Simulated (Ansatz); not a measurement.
C6H12O, SMILES `CCC(C)C(C)=O`, charge 0, multiplicity 1.

Give a relaxed structure at PBE0-D4/def2-TZVP (Ansatz). (Best estimate.)

Ansatz gave: 
```xyz
19

C    -0.824    1.848    1.078
C     0.291    1.448    0.127
C     0.495   -0.057    0.034
C     1.724   -0.406   -0.807
C    -0.703   -0.750   -0.595
C    -1.028   -2.127   -0.084
O    -1.346   -0.230   -1.473
H    -1.786    1.452    0.746
H    -0.635    1.476    2.090
H    -0.920    2.934    1.139
H     0.078    1.828   -0.876
H     1.234    1.905    0.447
H     0.636   -0.469    1.041
H     1.614   -0.007   -1.817
H     2.622    0.028   -0.362
H     1.877   -1.485   -0.883
H    -1.746   -2.618   -0.738
H    -0.124   -2.734    0.015
H    -1.457   -2.035    0.919
```
This is one stationary point; other conformers may exist.
